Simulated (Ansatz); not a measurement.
```yaml
atoms:
  - { symbol: N, position_ang: [-0.0802, 0.0630, -0.2180] }
  - { symbol: O, position_ang: [-0.0850, 1.1057, 0.1469] }
  - { symbol: O, position_ang: [0.1009, -1.0537, 0.1210] }
```

Basis set: cc-pVDZ (spherical functions). Left uncorrelated: 3 orbitals. Charge 0, multiplicity 2.

Computed with Ansatz (development build ahead of 0.2.0); each method stands on the lowest determinant of its kind that the runs found.

The atomization energy at this shape (free ground-state atoms in the same class of orbitals less the molecule, no zero-point energy) of doublet NO2:

```json
{"method": "UHF-MP2", "atomization energy": "8.56 eV"}
```

**Question.** What does UHF give?

**Answer.** 1.89 eV. Caution: the shape is not the minimum.
